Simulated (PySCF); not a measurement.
From one molecule to another.

First species: C₉H₁₃N.
SMILES: `CN(C)Cc1ccccc1`

Second species: C₅H₃FO₂.
InChI=1S/C5H3FO2/c6-4-1-2-8-5(7)3-4/h1-3H

Levels: PBE0/def2-SVPD for dipole moment, HOMO energy, LUMO energy, HOMO–LUMO gap, static isotropic polarisability and electronic spatial extent ⟨r²⟩ about the centre of nuclear charge; TDDFT PBE0/def2-SVPD for lowest singlet excitation; PBE0-D3(BJ)/def2-SVP for rotational constant A and rotational constant C. Geometries: PBE0-D3(BJ)/def2-SVP. Each structure is a single optimised conformer of the isolated species, non-relativistic unless stated. Electronic properties by PySCF.

Dipoles, sizes and rotational constants follow the conformer. The torsions of the flexible species, by atom-mapped SMILES:
- `[CH3:1][N:2]([CH3:3])[CH2:4][c:5]1[cH:6][cH:7][cH:8][cH:9][cH:10]1`: C1–N2–C4–C5 -67°, N2–C4–C5–C6 141°

Question: Which of the two has the higher HOMO energy, and by how much?

Answer: The first: -6.23 eV against -7.40 eV, a difference of 1.17 eV.

Question: Which of the two has the higher static isotropic polarisability, and by how much?

Answer: The first: 115.5 au against 64.7 au, a difference of 50.8 au.

Question: Which has the higher S1 energy?

Answer: The first: 4.96 eV against 4.73 eV, a difference of 0.23 eV.

Question: Which of the two has the higher rotational constant A, and by how much?

Answer: The second: 4.026 GHz against 3.288 GHz, a difference of 0.738 GHz.

Question: Which has the higher LUMO energy?

Answer: The first: -0.25 eV against -1.96 eV, a difference of 1.71 eV.

Question: Which of the two has the higher ⟨r²⟩, and by how much?

Answer: The first: 1765 bohr² against 836 bohr², a difference of 929 bohr².

Question: Which of the two has the higher HOMO–LUMO gap, and by how much?

Answer: The first: 5.98 eV against 5.44 eV, a difference of 0.54 eV.

Question: Which has the higher dipole moment?

Answer: The second: 4.04 D against 0.62 D, a difference of 3.42 D.

On the first: S1 lies 1.02 eV below the HOMO–LUMO gap; its leading configuration is HOMO→LUMO, weight 0.94. The polarisability is 17.11 Å³ as a volume (1 au = 0.148185 Å³), or 1.56 au for each of the 74 electrons.

On the second: S1 lies 0.71 eV below the HOMO–LUMO gap; its leading configuration is HOMO→LUMO, weight 0.97. A dipole of 4.04 D is allowed in Cs, and pure rotational transitions are dipole-allowed.
